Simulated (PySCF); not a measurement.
HfOF, SMILES [O]=[Hf][F] (connectivity only; charge and spin as stated), neutral, multiplicity 2.

Geometry optimised at PBE-D3(BJ)/def2-TZVP. The spin state was assumed, not searched. The def2 effective core potentials stand for the cores of Hf; spin–orbit coupling is left out.

Calculation: PySCF with PBE/def2-TZVPD.

Isolated molecule, no solvent.

```yaml
total_energy: -223.10502 hartree
point_group: Cs
"α spin, highest occupied and lowest empty level": -5.08 and -3.27 eV
"β spin, highest occupied and lowest empty level": -7.14 and -3.85 eV
dipole_moment: 4.57 D
quadrupole, principal values (traceless, Buckingham form, about the centre of nuclear charge): -8.08, 2.54, 5.53 D·Å
mean_static_polarisability: 72.9 bohr³ (10.80 Å³)
polarisability_principal_values: 60.7, 72.4, 85.5 bohr³
"⟨S²⟩": 0.753 (pure state 0.75)
```
